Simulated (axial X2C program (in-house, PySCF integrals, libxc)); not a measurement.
# RbIn: from the spin-free to the two-component result

All values were computed with an in-house relativistic program for diatomic molecules. Spin-free means the one-electron spin-free X2C Hamiltonian; two-component (2c) means X2C with spin–orbit coupling and atomic mean-field two-electron Coulomb and Gaunt terms, so the difference of the two also holds small scalar two-electron terms. Basis: In dyall-cv3z [11s12p9d4f1g], Rb dyall-cv3z [12s13p8d4f1g] (cores contracted in-house); Gaussian nuclei, density fitting, unrestricted open shells. Masses: In 114.904 u, Rb 84.912 u.

Spin-free state: M_S = 1, Λ = 1 (beyond evenly filled blocks: σα, π+α); fragments In + Rb.

| level | Re (Å) | ωe (cm⁻¹) | De (eV) | μ (D) |
| --- | --- | --- | --- | --- |
| PBE0 | 3.614 | 76.7 | 0.544 | 7.04 |
| HF | 3.792 | 68.7 | 0.148 | 9.25 |
| MP2 | 3.648 | 74.5 | 0.398 | n/a |
| CCSD | 3.673 | 74.8 | 0.427 | n/a |
| CCSD(T) | 3.659 | 75.7 | 0.447 | n/a |
| LDA | 3.494 | 79.9 | 0.770 | 5.67 |

Correlated methods: 12 electrons correlated (number of frozen shells: In 4 s, 3 p, 2 d; Rb 3 s, 2 p, 1 d), 324 virtual spin orbitals or spinors in MP2, 90 natural virtuals in coupled cluster.

Dipoles are positive if Rb is the positive end.

Two-component determinant lowest at the distance of the search:

Ω = 0 (closed shell); fragments In + Rb.

```tsv
level	Re (Å)	ωe (cm⁻¹)	De (eV)	μ (D)
PBE0	3.857	71.4	n/a	4.71
HF	3.937	69.4	n/a	7.80
MP2	3.835	75.8	0.226	n/a
CCSD	3.846	71.4	0.385	n/a
CCSD(T)	3.849	69.4	0.435	n/a
LDA	3.730	74.0	n/a	3.42
```

**Question.** From the two tables, how do the constants change at the CCSD(T) level (2c against spin-free)?

**Answer.** At the CCSD(T) level Re increases by 0.190 Å and ωe drops by 6.3 cm⁻¹; De changes by -0.012 eV. The two determinants differ in configuration, so these shifts compare two states and are not the spin–orbit effect on one state.

Occupations by symmetry block were frozen at the best pattern of an incomplete PBE0 search. Closed shells are restricted here (equal orbitals for both partners); the stretched side of such a curve lies too high. De is counted from the lowest determinant-based energies of the atoms at the same level, without counterpoise correction. De is not given where an atomic determinant may have missed its ground term or J level, or where the truncated virtual space spoils (T). CCSD and (T) use frozen natural virtuals with an MP2 correction for the truncation; (T) itself is uncorrected, so its De runs slightly low. PBE0 can misorder states that lie within some tenths of an eV, so this need not be the ground state of the molecule. The nearest other spin-free determinant of the search, M_S = 0, Λ = 0, lies 0.02 eV up at the distance of the search. The 2c shell is closed although the spin-free state is open, so other pairings can mix in. Without a current term, density functionals place determinants with orbital angular momentum somewhat too high. The atomic limit has a lower orbital projection than the molecule and lies lower at mean-field level, so De may be about a tenth of an eV too small. At some level and bond length an empty orbital lies below a filled one. The T1 diagnostic is large, a sign of multireference character. With the outer-core shells frozen, correlated bond lengths of heavy atoms tend to come out a few hundredths of an ångström too long.
